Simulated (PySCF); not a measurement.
A GIAO shielding run with PySCF 2.14.0 with density-fitted response routines (density fitting, non-relativistic, gas phase) on s-Bu2O, C8H18O:

```
{"job": {"kind": "nmr", "xc": "B3LYP", "basis": "pcSseg-1", "pop": false}, "charge": 0, "multiplicity": 1}
C     -2.739542     1.062965    -1.930115
C     -3.244550     0.178647    -0.803598
C     -2.215361    -0.045251     0.294489
C     -2.767000    -0.874408     1.444386
O     -1.104428    -0.687046    -0.292428
C      0.142861    -0.477428     0.334923
C      0.975196    -1.720301     0.090923
C      0.793511     0.800425    -0.192315
C      2.055813     1.214555     0.546842
H     -1.832151     0.630147    -2.375152
H     -2.485622     2.071359    -1.564425
H     -3.493211     1.176115    -2.723704
H     -3.532075    -0.810524    -1.200155
H     -4.151802     0.610144    -0.348648
H     -1.906963     0.947783     0.684126
H     -3.615682    -0.368056     1.928888
H     -3.108048    -1.852646     1.071979
H     -1.998538    -1.051701     2.211979
H     -0.005814    -0.363256     1.429052
H      1.963632    -1.646888     0.566684
H      1.117409    -1.868891    -0.990808
H      0.459907    -2.605079     0.491016
H      0.999319     0.660940    -1.267525
H      0.049186     1.611805    -0.127937
H      1.865580     1.336795     1.625834
H      2.862088     0.473229     0.436278
H      2.441349     2.173647     0.169966
```

Hardware: 1 thread of an x86-64 server CPU, shared host.

Problem. How large is the calculation?

Solution. 74 electrons, 243 basis functions and 1253 auxiliary functions.

Problem. How long does it take?

Solution. 56 s of wall time, with 12 SCF cycles and 4 response iterations. Times on a shared host scatter by some tens of per cent.

Problem. And these other runs on the same molecule and hardware: GIAO shielding at PBE0/pcSseg-1?

Solution. PBE0/pcSseg-1: 243 functions, 65 s.
